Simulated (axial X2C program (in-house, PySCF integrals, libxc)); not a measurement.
The numbers below are computed, except where a source is named.
**OPrS: input and output of an open-shell CI run**

Program: an in-house all-electron X2C program for linear molecules (integrals from PySCF).

Input and command:
```json
{"zs": [8, 59, 16], "q": 0, "bas": ["dyall-v3z", "dyall-v3z", "dyall-v3z"], "r0": 1.72, "metal": 1, "shells": [[3, [2, 3], 1], [3, [1], 0]], "fix": 0, "emax": 3.5, "nroots": 6, "r2": 2.15}
```
```bash
python soci.py task.json out
```

Keys: zs atomic numbers; q charge; bas basis sets; r0 starting distance in Å; metal index of the metal atom; shells open shells as [l, |m| values, electrons]; fix electron count of the first shell held; emax energy window in eV; nroots roots for each Ω; r2 second bond in Å, held.

Output at O–Pr–S held linear, bonds 1.751 and 2.150 Å (the second held):

```
average of configuration f(δφ)1 f(π)0
basis functions 267  fitting functions 1415
iter      average energy  largest gradient
   1      -9700.233082790   1.64e+01
   2      -9702.550308031   7.58e+00
   3      -9703.015306387   3.63e-01
   4      -9703.036392729   1.89e-01
   5      -9703.051021995   8.93e-02
   6      -9703.052303991   1.78e-02
   7      -9703.052719391   5.06e-03
   8      -9703.052761062   5.20e-03
   9      -9703.052772474   5.72e-04
  10      -9703.052776236   1.08e-03
  11      -9703.052777055   5.25e-04
  12      -9703.052777349   1.38e-04
  13      -9703.052777433   1.18e-04
  14      -9703.052777478   1.11e-04
  15      -9703.052777489   1.56e-05
converged
CI levels
2*Omega        energy/Eh    cm-1   g(par)  dipole/D  leading shell counts
    5     -9703.06135194        0   4.183   -1.654  {'1 0': 1.0}
    3     -9703.05445813     1513   2.028   -1.668  {'1 0': 1.0}
    7     -9703.04975769     2545   8.002   -1.653  {'1 0': 1.0}
    5     -9703.04554219     3470   5.817   -1.665  {'1 0': 1.0}
```

Dipoles in the output refer to the first atom as origin.

There is no dynamic correlation: spin–orbit spacings and, for f shells, spacings inside one term are the most reliable numbers, splittings between terms come out too wide, and energies between configurations are not reliable, so the lowest level need not be the ground state of the molecule. At most 6 roots were kept for each Ω > 0 (twice that for Ω = 0) within 3.5 eV of the lowest, so higher up levels can be missing between those listed; levels with Ω > 0 are doubly degenerate and listed once, Ω = 0 levels singly. Some active spinors are only partly of the character that their shell is named for, so the shell names and counts are nominal. States that fill the shells left empty in the average are placed too high. The molecule was held linear; bending was not examined.
